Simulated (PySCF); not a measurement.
# Radial density of Si²⁺ (silicon, charge +2)

UHF, [Ne] 3s2, closed-shell 1S. All numbers are calculated (PySCF 2.14, the spin-free X2C one-electron Hamiltonian (Gaussian nucleus), in aug-cc-pVQZ-DK).

```tsv
r (bohr)	4πr²ρ (e/bohr)
0.00179	0.07938
0.00301	0.2087
0.00506	0.5396
0.00851	1.349
0.0143	3.176
0.0241	6.740
0.0405	11.96
0.0682	15.78
0.115	13.45
0.193	9.551
0.324	13.24
0.546	12.17
0.918	3.502
1.54	1.348
2.60	0.6058
4.37	0.02486
7.34	3.132e-05
```

Densities and radii are taken from the X2C orbitals without a picture-change correction, which distorts them close to the nucleus.
